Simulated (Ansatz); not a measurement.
Abstraction of Br: SnH3Br + BF2 → SnH3 + BBrF2

Species: SnH3Br `[Br][SnH3]`, singlet; BF2 `F[B]F`, doublet; SnH3 `[SnH3]`, doublet; BBrF2 `FB(F)Br`, singlet. A radical takes Br: the energy is the difference in strength between the Sn–Br bond broken and the B–Br bond made.

Shapes, held fixed at every level: PBE0-D4/def2-TZVP. Programs: Ansatz 0.2.0. The zero-point and thermal change to 298 K, harmonic and unscaled (PBE0-D4/def2-TZVP), is -0.7 kJ/mol.

(1) Estimate ΔH(298 K) of this reaction.

Answers

(1) The highest level, CCSD(T)/def2-TZVPP, gives ΔH(298 K) = -102.2 kJ/mol; the levels span -106.6 to -71.4. The column of differences is taken from that level and isn't an error. No measured value is set beside it here. Open shells run unrestricted. For atoms past krypton def2 sets carry core potentials with scalar relativity. Relativity is left out for Br. Outer-core shells of Br, Sn are correlated, in sets that cover them unevenly. Times are processor times on shared x86 and Arm servers, and rough.

```
               level                    kind  ΔH(298 K) (kJ/mol)  less CCSD(T)/def2-TZVPP  CPU time (sum over the molecules)
      MP2/def2-TZVPP     perturbation theory               -98.0                     +4.2                                  –
       HF/def2-TZVPP            Hartree–Fock               -71.4                    +30.8                                  –
r2SCAN-D4/def2-TZVPP                meta-GGA               -93.1                     +9.1                               30 s
  PBE0-D4/def2-TZVPP           global hybrid               -95.4                     +6.8                               15 s
  wB97M-V/def2-TZVPP  range-separated hybrid              -106.6                     -4.4                               58 s
  wB97X-V/def2-TZVPP  range-separated hybrid               -94.4                     +7.8                               44 s
  CCSD(T)/def2-TZVPP   coupled cluster or CI              -102.2                      0.0                               95 s
```
